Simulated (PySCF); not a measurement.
**EPR parameters of C7H6N**

Compound: C7H6N (doublet state).
Structure used (GFN2-xTB), in Å, numbered top down from 1:
```
atom  x, y, z in Å
C1    -3.127   -0.117   -0.105
C2    -1.848    0.008   -0.063
C3    -0.496    0.112   -0.023
C4     0.318   -1.060    0.071
C5     1.681   -0.918    0.111
C6     2.235    0.361    0.056
C7     1.366    1.448   -0.037
N8     0.062    1.356   -0.073
H9    -3.671   -0.220   -1.036
H10   -3.741   -0.119    0.786
H11   -0.158   -2.028    0.108
H12    2.320   -1.787    0.185
H13    3.303    0.508    0.081
H14    1.756    2.457   -0.084
```

The hyperfine couplings belong to this conformer and change with its torsions.

Identity: `C=[C]c1ccccn1` [radical].

The calculation used UKS B3LYP, pcH-1 on C H N, non-relativistic, mean-field spin-orbit, GIAO (PySCF 2.14.0). Geometry: GFN2-xTB; no solvent, vibrations or thermal averaging. Couplings are sensitive to structure, and on GFN2-xTB geometries they can be far from those on DFT ones. The SCF solution wasn't tested for stability. ⟨S²⟩ is 0.781 where a pure state has 0.75.

- g1, g2, g3: 2.00212, 2.00272, 2.00317
- g_iso: 2.00267
- Form of g: rhombic: the two nearest values differ by 43 % of g3 − g1
- ⟨S²⟩: 0.7806 (exact 0.7500)
- α and β electrons: 28, 27
- HOMO–LUMO gap, α and β orbitals: 4.40, 4.31 eV
- Basis functions: 260

Isotropic coupling and dipolar principal values T1 to T3, in G; ρ(0) is the spin density at the nucleus (MHz turned into gauss with g_iso; 10 G = 1 mT):

| atom | isotope | a_iso | T1 | T2 | T3 | Mulliken spin population | ρ(0) (bohr⁻³) |
| --- | --- | --- | --- | --- | --- | --- | --- |
| C1 | 13C | -16.2 | -3.9 | 1.0 | 2.9 | -0.12 | -0.0404 |
| C2 | 13C | 19.3 | -21.3 | -16.1 | 37.4 | 0.66 | 0.0482 |
| C3 | 13C | -15.8 | -6.7 | 2.8 | 3.9 | -0.17 | -0.0394 |
| C4 | 13C | 9.3 | -7.3 | -7.0 | 14.3 | 0.26 | 0.0232 |
| C5 | 13C | -7.7 | -5.3 | 2.3 | 3.0 | -0.13 | -0.0191 |
| C6 | 13C | 9.6 | -8.7 | -8.1 | 16.8 | 0.31 | 0.0239 |
| C7 | 13C | -7.7 | -5.8 | 2.3 | 3.4 | -0.12 | -0.0192 |
| N8 | 14N | 3.4 | -3.5 | -3.3 | 6.7 | 0.20 | 0.0297 |
| H9 | 1H | 45.5 | -1.2 | -0.9 | 2.1 | 0.06 | 0.0285 |
| H10 | 1H | 45.4 | -1.2 | -0.9 | 2.1 | 0.06 | 0.0285 |
| H11 | 1H | -6.0 | -2.4 | -0.8 | 3.3 | -0.01 | -0.0038 |
| H12 | 1H | 2.2 | -0.9 | -0.3 | 1.1 | 0.00 | 0.0014 |
| H13 | 1H | -7.2 | -4.3 | -0.1 | 4.3 | -0.01 | -0.0045 |
| H14 | 1H | 2.1 | -1.0 | -0.3 | 1.2 | 0.00 | 0.0013 |

The largest Mulliken spin populations are on C2 (+0.66), C6 (+0.31), C4 (+0.26) and N8 (+0.20). Four atoms exceed +0.15.

Axes: g3 points within 1° of the C4–H11 bond.

Under fast tumbling the dipolar parts average out, and these isotropic splittings remain: 2 × 1H (H9/H10, I = 1/2, 3 lines) with 4.55 mT, 1 × 1H (H13, I = 1/2, 2 lines) with 0.72 mT, 1 × 1H (H11, I = 1/2, 2 lines) with 0.60 mT, 1 × 14N (N8, I = 1, 3 lines) with 0.34 mT, 1 × 1H (H12, I = 1/2, 2 lines) with 0.22 mT and 1 × 1H (H14, I = 1/2, 2 lines) with 0.21 mT.

Class means assume fast exchange of nuclei equivalent by connectivity; if that motion is slow, each nucleus keeps its own coupling.

The 13C coupling of C2 (54.2 MHz) shows only in satellite lines or after enrichment, since that isotope makes up about 1.07 % of natural carbon.

Examples of negative spin density at the nucleus (bohr⁻³): C1 (-0.0404), C3 (-0.0394) and C7 (-0.0192).
